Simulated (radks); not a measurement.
Neutral iridium inside a hard spherical wall (all orbitals vanish at R), configuration held at [Xe] 4f14 5d7 6s2 and not refilled when levels cross. Calculated with a radial shooting solver on a logarithmic mesh with Libxc functionals: scalar-relativistic Kohn-Sham, LDA (Slater exchange, VWN5 correlation), spin-polarised, spherical densities, finite nucleus; open shells are filled with parallel spins first (spin-orbit coupling, left out, can overturn this in heavy ions); Fermi nuclear charge, rms radius 5.4032 fm. Eigenvalues in eV for spin up, with the zero of energy where the potential of the charges vanishes at infinity; a dash marks a level that is unbound or too diffuse for the functional's potential to be trusted. A positive occupied level is held by the wall or, in an anion where self-interaction has pushed it up, behind a barrier. The pressure on the wall is -dE/dV.

R (bohr),E (hartree),kinetic (hartree),e(4f),e(5p),e(5d),e(6s),"e(6p, empty)","e(7s, empty)",pressure (GPa)
free,-17814.1393,19790.990,-62.605,-55.589,-8.068,-6.957,-1.486,-0.022,0
20,-17814.1393,19790.990,-62.605,-55.589,-8.068,-6.957,-1.486,0.097,< 0.0001
10,-17814.1392,19790.991,-62.594,-55.578,-8.058,-6.948,-1.402,1.543,0.00402
8,-17814.1374,19791.009,-62.500,-55.485,-7.970,-6.865,-1.107,3.638,0.0921
7,-17814.1321,19791.054,-62.299,-55.288,-7.787,-6.684,-0.651,6.014,0.457
6,-17814.1119,19791.195,-61.747,-54.753,-7.298,-6.163,0.413,10.583,2.40
5,-17814.0320,19791.661,-60.244,-53.334,-6.010,-4.639,3.061,20.172,14.0
4,-17813.6861,19793.341,-56.053,-49.546,-2.480,0.203,10.490,42.968,99.4
3.5,-17813.1579,19795.636,-51.551,-45.656,1.381,6.234,19.132,66.504,299
2.5,-17808.4399,19814.168,-28.612,-26.827,23.103,47.412,72.899,191.15,4230
2,-17797.4253,19854.413,2.631,0.602,57.952,122.65,162.24,373.58,22900
